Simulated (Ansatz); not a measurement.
Geometry optimisation, DFT LDA, scalar-relativistic, plane waves, PAW in Ansatz.

input.yaml

```yaml
crystal:
  lattice:
    - [-2.29, -3.966396, 0.0]
    - [3.435, -1.983198, 0.0]
    - [0.0, 0.0, 7.17686]
  atoms:
    - { symbol: Be, position: [0.75000007, 0.50000004, 0.0] }
    - { symbol: Be, position: [0.50000004, 0.33333336, 0.25] }
    - { symbol: Be, position: [0.75000007, 0.50000004, 0.5] }
    - { symbol: Be, position: [0.50000004, 0.33333336, 0.75] }
    - { symbol: Be, position: [0.50000003, 2.0e-08, 0.0] }
    - { symbol: Be, position: [0.25000004, 0.83333336, 0.25] }
    - { symbol: Be, position: [0.50000003, 2.0e-08, 0.5] }
    - { symbol: Be, position: [0.25000004, 0.83333336, 0.75] }
    - { symbol: Be, position: [0.25000003, 0.50000002, 0.0] }
    - { symbol: Be, position: [1.0e-08, 0.33333334, 0.25] }
    - { symbol: Be, position: [0.25000003, 0.50000002, 0.5] }
    - { symbol: Be, position: [1.0e-08, 0.33333334, 0.75] }
    - { symbol: Be, position: [0.0, 0.0, 0.0] }
    - { symbol: Be, position: [0.75000008, 0.83333338, 0.25] }
    - { symbol: Be, position: [0.0, 0.0, 0.5] }
    - { symbol: Be, position: [0.75000008, 0.83333338, 0.75] }
    - { symbol: "N", position: [0.23249677, 0.1648004, 0.88173348] }
basis:
  ecutwfc: 420.0
kpoints:
  mp_grid: { grid: [5, 5, 3] }
hamiltonian:
  xc: lda
scf:
  occupations: { method: gaussian, width: 0.15 }
  lower_state_search: "off"
relax:
  f_tol: 0.03
  max_steps: 60
  adjacent_minimum: "off"
```

Command:

```bash
$ ansatz run input.yaml --threads 1 --pin off --max-ram 3072MiB --backend cpu --events-out ev --progress --plain --runs-dir out
```

Problem. Where does it end, and by what steps?

Solution. The forces met the threshold. Limits of this set-up: coarse k mesh, odd electron count without spin. After 4 steps the energy has fallen by 0.584 eV; Be1 moved furthest, 0.16 Å.

```json
{"step": "0", "energy less start (eV)": "0.0000", "largest force component (eV/Å)": "1.991", "accepted": "yes"}
{"step": "1", "energy less start (eV)": "-0.4106", "largest force component (eV/Å)": "1.195", "accepted": "yes"}
{"step": "2", "energy less start (eV)": "-0.5691", "largest force component (eV/Å)": "0.327", "accepted": "yes"}
{"step": "3", "energy less start (eV)": "-0.5801", "largest force component (eV/Å)": "0.079", "accepted": "yes"}
{"step": "4", "energy less start (eV)": "-0.5838", "largest force component (eV/Å)": "0.018", "accepted": "yes"}
```

```xyz
17
Lattice="-2.2900 -3.9664 0.0000 3.4350 -1.9832 0.0000 0.0000 0.0000 7.1769" Properties=species:S:1:pos:R:3
Be 0.127 -4.034 0.073
Be 0.009 -2.654 1.832
Be -0.017 -3.952 3.543
Be -0.038 -2.672 5.341
Be -1.151 -2.030 0.047
Be 2.297 -2.644 1.848
Be -1.158 -1.980 3.556
Be 2.339 -2.668 5.285
Be 1.099 -1.951 0.102
Be 1.162 -0.656 1.832
Be 1.142 -1.976 3.540
Be 1.156 -0.606 5.342
Be 0.042 0.038 0.047
Be 1.166 -4.635 1.845
Be -0.005 0.018 3.556
Be 1.023 -4.551 5.315
N 0.002 -1.317 6.283
```

Time of the run: 46 s on 1 thread of Arm Neoverse V2, on a shared host, peak memory 0.4 GiB.
